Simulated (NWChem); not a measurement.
Program: NWChem. System: C₃H₈Si, charge 1, spin multiplicity 2, displaced from the optimised geometry. The structure started from a generated list of species. Its SCF solution wasn't tested for a lower state. Level: UB3LYP/def2-SVP, VWN1-RPA local correlation.

Input file:

```
start mol
memory heap 200 mb stack 800 mb global 1000 mb
charge 1
geometry units angstroms nocenter noautoz
  C      0.000000     0.000000    -1.580064
  C     -1.117825     0.000000    -0.485423
  Si     0.000000     0.000000     1.233643
  C      1.117825     0.000000    -0.485423
  H      0.000000     0.921371    -2.227748
  H      0.000000    -0.921371    -2.227748
  H     -1.705139     0.965522    -0.393135
  H     -1.705139    -0.965522    -0.393135
  H      0.000000    -1.293783     2.031246
  H      0.000000     1.293783     2.031246
  H      1.705139     0.965522    -0.393135
  H      1.705139    -0.965522    -0.393135
  symmetry group C2v
end
basis spherical
  * library def2-svp
end
basis "cd basis" spherical
  * library weigend_coulomb_fitting
end
dft
  xc b3lyp
  odft
  mult 2
  semidirect memsize 60000000 filesize 0
  iterations 100
end
task dft gradient
```

NWChem printed:

```
             Northwest Computational Chemistry Package (NWChem) 7.3.0
             --------------------------------------------------------

                                NWChem Input Module
                                -------------------

 Scaling coordinates for geometry "geometry" by  1.889725989
 (inverse scale =  0.529177249)

 Turning off AUTOSYM since
 SYMMETRY directive was detected!

                             Geometry "geometry" -> ""
                             -------------------------

 Output coordinates in angstroms (scale by  1.889725989 to convert to a.u.)

  No.       Tag          Charge          X              Y              Z
 ---- ---------------- ---------- -------------- -------------- --------------
    1 C                    6.0000     0.00000000     0.00000000    -1.58006400
    2 C                    6.0000    -1.11782500     0.00000000    -0.48542300
    3 Si                  14.0000     0.00000000     0.00000000     1.23364300
    4 C                    6.0000     1.11782500     0.00000000    -0.48542300
    5 H                    1.0000     0.00000000     0.92137100    -2.22774800
    6 H                    1.0000     0.00000000    -0.92137100    -2.22774800
    7 H                    1.0000    -1.70513900     0.96552200    -0.39313500
    8 H                    1.0000    -1.70513900    -0.96552200    -0.39313500
    9 H                    1.0000     0.00000000    -1.29378300     2.03124600
   10 H                    1.0000     0.00000000     1.29378300     2.03124600
   11 H                    1.0000     1.70513900     0.96552200    -0.39313500
   12 H                    1.0000     1.70513900    -0.96552200    -0.39313500

 Effective nuclear repulsion energy (a.u.)     160.5062966563

            Nuclear Dipole moment (a.u.)
            ----------------------------
        X                 Y               Z
 ---------------- ---------------- ----------------
     0.0000000000     0.0000000000    -0.0000037795

      Symmetry information
      --------------------

 Group name             C2v
 Group number             16
 Group order               4
 No. of unique centers     6

      Symmetry unique atoms

     1    2    3    5    7    9


 Summary of "ao basis" -> "" (spherical)
 ------------------------------------------------------------------------------
       Tag                 Description            Shells   Functions and Types
 ---------------- ------------------------------  ------  ---------------------
 *                          def2-svp                  on all atoms

 Summary of "cd basis" -> "" (spherical)
 ------------------------------------------------------------------------------
       Tag                 Description            Shells   Functions and Types
 ---------------- ------------------------------  ------  ---------------------
 *                  weigend_coulomb_fitting           on all atoms

                                 NWChem DFT Module
                                 -----------------

 Summary of "ao basis" -> "ao basis" (spherical)
 ------------------------------------------------------------------------------
       Tag                 Description            Shells   Functions and Types
 ---------------- ------------------------------  ------  ---------------------
 C                          def2-svp                 6       14   3s2p1d
 Si                         def2-svp                 8       18   4s3p1d
 H                          def2-svp                 3        5   2s1p
[...]
   alpha     91     92     93     94     95     96     97     98     99    100
    beta     89     92     93     94     95     97     96     98     99    100
 overlap   1.000  1.000  1.000  1.000  1.000  1.000  1.000  1.000  1.000  1.000

     --------------------------
     Expectation value of S2:
     --------------------------
      <S2> =      0.7533 (Exact =     0.7500)

 center of mass
 --------------
 x =   0.00000000 y =   0.00000000 z =   0.05040962

 moments of inertia (a.u.)
 ------------------
         378.271195694068           0.000000000000           0.000000000000
           0.000000000000         495.639926335879           0.000000000000
           0.000000000000           0.000000000000         180.527927922913

     Multipole analysis of the density
     ---------------------------------

     L   x y z        total         alpha         beta         nuclear
     -   - - -        -----         -----         ----         -------
     0   0 0 0      1.000000    -20.000000    -19.000000     40.000000

     1   1 0 0     -0.000000     -0.000000     -0.000000      0.000000
     1   0 1 0      0.000000      0.000000      0.000000      0.000000
     1   0 0 1      0.278384      0.221844      0.056544     -0.000004

     2   2 0 0    -18.652013    -59.941889    -53.787529     95.077405
     2   1 1 0     -0.000000     -0.000000      0.000000      0.000000
     2   1 0 1      0.000000      0.000000      0.000000      0.000000
     2   0 2 0    -20.818535    -26.488758    -25.664184     31.334407
     2   0 1 1     -0.000000     -0.000000     -0.000000      0.000000
     2   0 0 2    -17.338766   -113.061781   -111.075011    206.798026

            General Information
            -------------------
          SCF calculation type: DFT
          Wavefunction type:  spin polarized.
          No. of atoms     :    12
          No. of electrons :    39
           Alpha electrons :    20
            Beta electrons :    19
          Charge           :     1
          Spin multiplicity:     2
          Use of symmetry is: on ; symmetry adaption is: on
          Maximum number of iterations: 100
          AO basis - number of functions:   100
                     number of shells:    50
          A Charge density fitting basis will be used.
          CD basis - number of functions:   286
                     number of shells:   102
          Convergence on energy requested:  1.00D-06
          Convergence on density requested:  1.00D-05
          Convergence on gradient requested:  5.00D-04

              XC Information
              --------------
                         B3LYP Method XC Potential
                     Hartree-Fock (Exact) Exchange  0.200
                        Slater Exchange Functional  0.800 local
                    Becke 1988 Exchange Functional  0.720 non-local
              Lee-Yang-Parr Correlation Functional  0.810
                  VWN I RPA Correlation Functional  0.190 local

             Grid Information
             ----------------
          Grid used for XC integration:  medium
          Radial quadrature: Mura-Knowles
          Angular quadrature: Lebedev.
          Tag              B.-S. Rad. Rad. Pts. Rad. Cut. Ang. Pts.
          ---              ---------- --------- --------- ---------
          C                   0.70       49          10.0       434
          Si                  1.10       88          10.0       590
          H                   0.35       45          12.0       434
          Grid pruning is: on
          Number of quadrature shells:   321
          Spatial weights used:  Erf1

          Convergence Information
          -----------------------
          Convergence aids based upon iterative change in
          total energy or number of iterations.
          Levelshifting, if invoked, occurs when the
          HOMO/LUMO gap drops below (HL_TOL):  1.00D-02
          DIIS, if invoked, will attempt to extrapolate
          using up to (NFOCK): 10 stored Fock matrices.

                    Damping( 0%)  Levelshifting(0.5)       DIIS
                  --------------- ------------------- ---------------
          dE  on:    start            ASAP                start
          dE off:    2 iters        100 iters           100 iters

      Screening Tolerance Information
      -------------------------------
          Density screening/tol_rho:  1.00D-10
          AO Gaussian exp screening on grid/accAOfunc:  14
          CD Gaussian exp screening on grid/accCDfunc:  20
          XC Gaussian exp screening on grid/accXCfunc:  20
          Schwarz screening/accCoul:  1.00D-08

  int_init: cando_txs set to always be  F
  intd_init: cando_txs set to always be  F

                            NWChem DFT Gradient Module
                            --------------------------

  charge          =   1.00
  wavefunction    = open shell

  Using symmetry

                         DFT ENERGY GRADIENTS

    atom               coordinates                        gradient
                 x          y          z           x          y          z
   1 C       0.000000   0.000000  -2.985888    0.000000   0.000000  -0.005290
   2 C      -2.112383   0.000000  -0.917316    0.005077   0.000000   0.003082
   3 Si      0.000000   0.000000   2.331247    0.000000   0.000000  -0.000638
   4 C       2.112383   0.000000  -0.917316   -0.005077   0.000000   0.003082
   5 H       0.000000   1.741139  -4.209833    0.000000   0.014783  -0.010953
   6 H       0.000000  -1.741139  -4.209833    0.000000  -0.014783  -0.010953
   7 H      -3.222245   1.824572  -0.742917   -0.009171   0.015937   0.001774
   8 H      -3.222245  -1.824572  -0.742917   -0.009171  -0.015937   0.001774
   9 H       0.000000  -2.444895   3.838498    0.000000  -0.012420   0.007285
  10 H       0.000000   2.444895   3.838498    0.000000   0.012420   0.007285
  11 H       3.222245   1.824572  -0.742917    0.009171   0.015937   0.001774
  12 H       3.222245  -1.824572  -0.742917    0.009171  -0.015937   0.001774

                 ----------------------------------------
                 |  Time  |  1-e(secs)   |  2-e(secs)   |
                 ----------------------------------------
                 |  CPU   |       0.01   |       1.57   |
                 ----------------------------------------
                 |  WALL  |       0.01   |       1.57   |
                 ----------------------------------------

 Task  times  cpu:        8.5s     wall:        8.5s

 Total times  cpu:        8.5s     wall:        8.5s
```
